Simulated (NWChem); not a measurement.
Species: C₂H₅ClOSi; SMILES O=CC[SiH2]Cl

```xyz
10

O      0.5849    -2.7054     0.4105
C      0.5756    -1.7539    -0.3235
C     -0.6578    -0.9907    -0.7022
Si    -0.8914     0.6025     0.2837
Cl     0.7211     1.8575    -0.0620
H      1.5266    -1.3562    -0.7629
H     -0.6252    -0.7042    -1.7668
H     -1.5459    -1.6167    -0.5117
H     -0.9583     0.3138     1.7408
H     -2.1297     1.2873    -0.1784
```
Atoms are numbered in this order, from 1.

Results from NWChem. Pople sets run with spherical d functions. The geometry was optimised at PBE0/def2-SVP. Atomic charges in e: unrestrained fits to the electrostatic potential beside Mulliken populations; buried atoms are poorly determined by the fit.

For level B3LYP/def2-SVP:

| Item | Value |
|---|---|
| Mulliken O1 | -0.20 |
| Mulliken C2 | 0.13 |
| Mulliken C3 | -0.21 |
| ESP Si4 | 0.50 |
| Mulliken Si4 | 0.55 |
| Mulliken Cl5 | -0.26 |

### Question
Estimate the same quantities for level Hartree-Fock/6-31G*.

### Answer
- Mulliken O1 = -0.49
- Mulliken C2 = 0.35
- Mulliken C3 = -0.73
- ESP Si4 = 0.69
- Mulliken Si4 = 0.86
- Mulliken Cl5 = -0.37
